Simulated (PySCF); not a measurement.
Isomers of C4H8F2SSi.

All values: CAM-B3LYP/def2-SVPD (PySCF) at GFN2-xTB geometries, gas phase, one conformer each. Core orbitals are frozen in the response; Δα² is half the sum of the squared differences of the principal polarisabilities.

Question: Rank by mean static polarisability, lowest first.
A. `[CH3:1][C@@:2]([F:3])([SiH3:4])[C:5](=[S:6])[CH2:7][F:8]` with C1–C2–C5–S6 -37°, C2–C5–C7–F8 49°
B. `[CH3:1][C@@:2]1([F:3])[CH2:4][Si@@H:5]([F:6])[CH2:7][S:8]1` with C1–C2–C4–Si5 170°, C2–C4–Si5–F6 -143°, C4–Si5–C7–S8 1°, Si5–C7–S8–C2 21°
C. `[F:1][C@@H:2]1[CH2:3][S:4][C@@:5]([F:6])([SiH3:7])[CH2:8]1` with F1–C2–C3–S4 -167°, C2–C3–S4–C5 28°, C3–S4–C5–F6 113°, S4–C5–C8–C2 -23°
D. `[CH2:1]=[CH:2][Si@H:3]([SH:4])[C:5]([CH3:6])([F:7])[F:8]` with C1–C2–Si3–S4 -12°, C2–Si3–S4–H -75°, C2–Si3–C5–C6 -174°

Answer: B (13.13 Å³), C (13.64 Å³), D (14.20 Å³), A (14.48 Å³).

Question: Rank by polarisability anisotropy Δα, lowest first.
A. `[CH2:1]=[CH:2][Si@H:3]([SH:4])[C:5]([CH3:6])([F:7])[F:8]` with C1–C2–Si3–S4 -12°, C2–Si3–S4–H -75°, C2–Si3–C5–C6 -174°
B. `[CH3:1][S:2][SiH2:3][C:4]([CH3:5])=[C:6]([F:7])[F:8]` with C1–S2–Si3–C4 178°, S2–Si3–C4–C5 5°
C. `[CH3:1][Si@@:2]1([F:3])[CH2:4][C@@H:5]([F:6])[CH2:7][S:8]1` with C1–Si2–C4–C5 143°, Si2–C4–C5–F6 -165°, C4–C5–C7–S8 55°, C5–C7–S8–Si2 -34°
D. `[CH3:1][C@@:2]([F:3])([SiH3:4])[C:5](=[S:6])[CH2:7][F:8]` with C1–C2–C5–S6 -37°, C2–C5–C7–F8 49°

Answer: C (3.24 Å³), D (3.81 Å³), A (4.23 Å³), B (6.57 Å³).

Question: Rank by dipole moment, highest first.
A. `[CH3:1][C@@:2]1([F:3])[CH2:4][Si@@H:5]([F:6])[CH2:7][S:8]1` with C1–C2–C4–Si5 170°, C2–C4–Si5–F6 -143°, C4–Si5–C7–S8 1°, Si5–C7–S8–C2 21°
B. `[CH3:1][Si@@:2]1([F:3])[CH2:4][C@@H:5]([F:6])[CH2:7][S:8]1` with C1–Si2–C4–C5 143°, Si2–C4–C5–F6 -165°, C4–C5–C7–S8 55°, C5–C7–S8–Si2 -34°
C. `[F:1][C@@H:2]1[CH2:3][S:4][C@@:5]([F:6])([SiH3:7])[CH2:8]1` with F1–C2–C3–S4 -167°, C2–C3–S4–C5 28°, C3–S4–C5–F6 113°, S4–C5–C8–C2 -23°

Answer: B (2.04 D), C (1.63 D), A (0.97 D).

All values together:

```
                      SMILES  μ (D)  HOMO (eV)  LUMO (eV)  α (Å³)  Δα (Å³)
          CS[SiH2]C(C)=C(F)F   1.66      -8.27       0.83   14.34     6.57
    C[C@@]1(F)C[Si@@H](F)CS1   0.97      -8.20       0.84   13.13     3.42
        C=C[Si@H](S)C(C)(F)F   0.93      -8.95       0.35   14.20     4.23
    C[Si@@]1(F)C[C@@H](F)CS1   2.04      -8.59       0.82   13.12     3.24
F[C@@H]1CS[C@@](F)([SiH3])C1   1.63      -8.37       0.84   13.64     3.27
    C[C@@](F)([SiH3])C(=S)CF   1.06      -8.20      -1.60   14.48     3.81
```

Conformers: `[CH3:1][S:2][SiH2:3][C:4]([CH3:5])=[C:6]([F:7])[F:8]` with C1–S2–Si3–C4 178°, S2–Si3–C4–C5 5°; `[CH3:1][C@@:2]1([F:3])[CH2:4][Si@@H:5]([F:6])[CH2:7][S:8]1` with C1–C2–C4–Si5 170°, C2–C4–Si5–F6 -143°, C4–Si5–C7–S8 1°, Si5–C7–S8–C2 21°; `[CH2:1]=[CH:2][Si@H:3]([SH:4])[C:5]([CH3:6])([F:7])[F:8]` with C1–C2–Si3–S4 -12°, C2–Si3–S4–H -75°, C2–Si3–C5–C6 -174°; `[CH3:1][Si@@:2]1([F:3])[CH2:4][C@@H:5]([F:6])[CH2:7][S:8]1` with C1–Si2–C4–C5 143°, Si2–C4–C5–F6 -165°, C4–C5–C7–S8 55°, C5–C7–S8–Si2 -34°; `[F:1][C@@H:2]1[CH2:3][S:4][C@@:5]([F:6])([SiH3:7])[CH2:8]1` with F1–C2–C3–S4 -167°, C2–C3–S4–C5 28°, C3–S4–C5–F6 113°, S4–C5–C8–C2 -23°; `[CH3:1][C@@:2]([F:3])([SiH3:4])[C:5](=[S:6])[CH2:7][F:8]` with C1–C2–C5–S6 -37°, C2–C5–C7–F8 49°.
